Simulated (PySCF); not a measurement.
**C²⁺: excitation energy**

C²⁺ [He] 2s2 (1S) → C²⁺ [He] 2s1 3d1 (3D), as a difference of total energies. Computed with PySCF 2.14 in dyall-acv3z (15s9p4d2f, 76 functions), with no relativity, point nucleus. Correlated levels: valence: 1s2 frozen; valence and next inner shell: nothing frozen; virtual orbitals above 40 to 60 times the deepest correlated orbital energy dropped. The calculations carry no spin-orbit coupling.

```tsv
method	excitation energy (eV)
UHF	31.715
PBE	31.722
PBE0	31.948
r2SCAN	31.736
wB97X-V	32.362
PW91	31.795
BLYP	31.832
LC-wPBE	32.421
MP2 (valence)	32.809
SCS-MP2 (valence)	33.146
MP2 (valence and next inner shell)	32.876
```

Q: Estimate what SCS-MP2 (valence and next inner shell) gives.

A: 33.205 eV, closest to SCS-MP2 (valence) among the rows shown.

Q: Estimate what LDA gives.

A: 31.803 eV, closest to PW91 among the rows shown.

The promoted electron is Rydberg-like, and one or two diffuse shells describe it only roughly, which tends to raise the upper state.
